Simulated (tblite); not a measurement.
Isomers of C5H13NO2Si2. Method: GFN2-xTB as coded in tblite; computed harmonic values from a numerical Hessian at the method's own geometry, unscaled. The method is semi-empirical: single wavenumbers can be off by several per cent or more. Modes of hydrogen on silicon can be 10 to 20 % off. One conformer each.

Electronic energies: GFN2-xTB at the same geometries; isomer energies are rough at this level and their order can be wrong.

```csv
SMILES,"electronic energy, lowest = 0 (kcal/mol)"
N[SiH2][SiH2]O[C@@H]1CCC(=O)C1,16.7
C=C[C@@H](C(C)=O)[Si@H](O)N[SiH3],18.3
CN(C)C(=O)[Si@H]1CC[SiH2]O1,0.0
```

Task: How do GFN2-xTB zero-point energies change the relative energies?

Result: 
```csv
SMILES,ZPE (kcal/mol),of it from modes above 1550 cm⁻¹,electronic (kcal/mol),"with ZPE, lowest = 0 (kcal/mol)",lowest mode (cm⁻¹),rings
CN(C)C(=O)[Si@H]1CC[SiH2]O1,109.6,54.8,0.0,0.0,15,1
N[SiH2][SiH2]O[C@@H]1CCC(=O)C1,107.7,54.6,16.7,14.8,25,1
C=C[C@@H](C(C)=O)[Si@H](O)N[SiH3],105.3,58.3,18.3,14.1,33,0
```

The zero-point energies span 4.3 kcal/mol, from `C=C[C@@H](C(C)=O)[Si@H](O)N[SiH3]` to `CN(C)C(=O)[Si@H]1CC[SiH2]O1`. The lowest isomer stays, but the order above it changes.
